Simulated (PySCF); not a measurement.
PySCF input (HF/def2-TZVPD):

```python
from pyscf import gto, scf, dft

mol = gto.M(
    atom='''
    B     0.02870846   -0.11065372   -0.01025067
    C     1.53436512   -0.34301877   -0.18008595
    C    -1.16889662   -1.06564089    0.04959143
    O    -0.34550205    1.33170113    0.12336529
    H     1.73389199   -0.49694369   -1.24986466
    H     1.84163127   -1.26902888    0.31013411
    H     2.18723228    0.46433532    0.15828750
    H    -2.14456639   -0.62878651   -0.17352182
    H    -1.01301575   -1.92478203   -0.60600035
    H    -1.22142631   -1.47830112    1.06688318
    H    -1.26741515    1.63491068    0.20149100
    H     0.31133120    2.05021380    0.13988923
    ''',
    basis='def2-tzvpd',
    charge=1,
    spin=0,
    verbose=4,
)

mf = scf.RHF(mol).density_fit(auxbasis='def2-universal-jkfit')
mf.conv_tol = 1e-9
mf.max_cycle = 100
mf.max_memory = 1500
mf.kernel()
if not mf.converged:
    mf = mf.newton()
    mf.kernel(mf.make_rdm1())
mf.analyze()
```

End of the output:

```
Extra cycle  E= -179.807845910622  delta_E= -5.09e-11  |g|= 4.22e-06  |ddm|= 2.15e-05
converged SCF energy = -179.807845910622
**** SCF Summaries ****
Total Energy =                        -179.807845910621893
Nuclear Repulsion Energy =             121.095072890887252
One-electron Energy =                 -476.074332217325775
Two-electron Energy =                  175.171413415816602
Two-electron Coulomb Energy =          200.353732914815481
DFT Exchange-Correlation Energy =      -25.182319498998879
HOMO-LUMO gap [eV] =                    15.219256725658566
**** MO energy ****
MO #1   energy= -20.9146933219155  occ= 2
MO #2   energy= -11.3783017146886  occ= 2
MO #3   energy= -11.3782913603258  occ= 2
MO #4   energy= -7.85737002298242  occ= 2
MO #5   energy= -1.7113997437058   occ= 2
MO #6   energy= -1.16954148142971  occ= 2
MO #7   energy= -1.13196202004171  occ= 2
MO #8   energy= -1.06329782059831  occ= 2
MO #9   energy= -1.03318356811011  occ= 2
MO #10  energy= -0.873709973410396 occ= 2
MO #11  energy= -0.78158091940147  occ= 2
MO #12  energy= -0.738260154202878 occ= 2
MO #13  energy= -0.72616907956826  occ= 2
MO #14  energy= -0.71581799176246  occ= 2
MO #15  energy= -0.711427786012618 occ= 2
MO #16  energy= -0.680741272044148 occ= 2
MO #17  energy= -0.121443898714006 occ= 0
MO #18  energy= -0.0681876746701664 occ= 0
MO #19  energy= -0.0638070304807437 occ= 0
MO #20  energy= -0.0623961531628627 occ= 0
MO #21  energy= -0.0463265620404148 occ= 0
MO #22  energy= -0.0216196242016415 occ= 0
MO #23  energy= -0.0137562617250002 occ= 0
MO #24  energy= -0.00600487504511047 occ= 0
MO #25  energy= 0.00991526725562999 occ= 0
MO #26  energy= 0.0107857787113297 occ= 0
MO #27  energy= 0.012693853890483  occ= 0
MO #28  energy= 0.0283320864322168 occ= 0
MO #29  energy= 0.0542884315154033 occ= 0
MO #30  energy= 0.0598308570141756 occ= 0
MO #31  energy= 0.0658223165494189 occ= 0
MO #32  energy= 0.0727396082930718 occ= 0
MO #33  energy= 0.0807420471124561 occ= 0
MO #34  energy= 0.0879824167510854 occ= 0
MO #35  energy= 0.0929181673257537 occ= 0
MO #36  energy= 0.116973450452772  occ= 0
MO #37  energy= 0.124458712435269  occ= 0
MO #38  energy= 0.12878729059862   occ= 0
MO #39  energy= 0.154865415985868  occ= 0
MO #40  energy= 0.160717190923547  occ= 0
MO #41  energy= 0.168204915617805  occ= 0
MO #42  energy= 0.168803350759809  occ= 0
MO #43  energy= 0.181091178716027  occ= 0
MO #44  energy= 0.186727404041817  occ= 0
MO #45  energy= 0.187827140984833  occ= 0
MO #46  energy= 0.199583479598582  occ= 0
MO #47  energy= 0.201064467087786  occ= 0
MO #48  energy= 0.210663493253328  occ= 0
MO #49  energy= 0.221342765238153  occ= 0
MO #50  energy= 0.225807263898573  occ= 0
MO #51  energy= 0.237530453445612  occ= 0
MO #52  energy= 0.240597491349544  occ= 0
MO #53  energy= 0.24904250080198   occ= 0
MO #54  energy= 0.250886810385841  occ= 0
MO #55  energy= 0.263827909727663  occ= 0
MO #56  energy= 0.282101041510551  occ= 0
MO #57  energy= 0.282935721405832  occ= 0
MO #58  energy= 0.28374223098606   occ= 0
MO #59  energy= 0.308434987481263  occ= 0
MO #60  energy= 0.311622702913267  occ= 0
MO #61  energy= 0.316768115837     occ= 0
MO #62  energy= 0.336163075712608  occ= 0
MO #63  energy= 0.341579468916208  occ= 0
MO #64  energy= 0.345689443443998  occ= 0
MO #65  energy= 0.349067223744019  occ= 0
MO #66  energy= 0.351514696242927  occ= 0
MO #67  energy= 0.357924069096591  occ= 0
MO #68  energy= 0.360610900133325  occ= 0
MO #69  energy= 0.369041988244461  occ= 0
MO #70  energy= 0.373312806923244  occ= 0
MO #71  energy= 0.385282484567527  occ= 0
MO #72  energy= 0.396941413333214  occ= 0
MO #73  energy= 0.398369185575127  occ= 0
MO #74  energy= 0.409910545055852  occ= 0
MO #75  energy= 0.433099209919792  occ= 0
MO #76  energy= 0.440505816773666  occ= 0
MO #77  energy= 0.452009867566771  occ= 0
MO #78  energy= 0.461158217171974  occ= 0
MO #79  energy= 0.479322280888418  occ= 0
MO #80  energy= 0.48571861136994   occ= 0
MO #81  energy= 0.493067045816729  occ= 0
MO #82  energy= 0.517836410693287  occ= 0
MO #83  energy= 0.538836746915778  occ= 0
MO #84  energy= 0.55713009600896   occ= 0
MO #85  energy= 0.577681550905747  occ= 0
MO #86  energy= 0.610887200923379  occ= 0
MO #87  energy= 0.63286467441321   occ= 0
MO #88  energy= 0.638163865076434  occ= 0
MO #89  energy= 0.667995568477266  occ= 0
MO #90  energy= 0.678033859080825  occ= 0
MO #91  energy= 0.693353195879882  occ= 0
MO #92  energy= 0.704933350091173  occ= 0
MO #93  energy= 0.706131651510508  occ= 0
MO #94  energy= 0.725134954595042  occ= 0
MO #95  energy= 0.728335341540242  occ= 0
MO #96  energy= 0.751128073391957  occ= 0
MO #97  energy= 0.800744741433664  occ= 0
MO #98  energy= 0.803834095357598  occ= 0
MO #99  energy= 0.82073980683981   occ= 0
MO #100 energy= 0.838366951825728  occ= 0
MO #101 energy= 0.842900029313336  occ= 0
MO #102 energy= 0.863094603918612  occ= 0
MO #103 energy= 0.868122498599948  occ= 0
MO #104 energy= 0.931596471107678  occ= 0
MO #105 energy= 0.977421946321442  occ= 0
MO #106 energy= 1.0159070154223    occ= 0
MO #107 energy= 1.02633920621278   occ= 0
[...]
```

It need not be the lowest isomer of its formula.
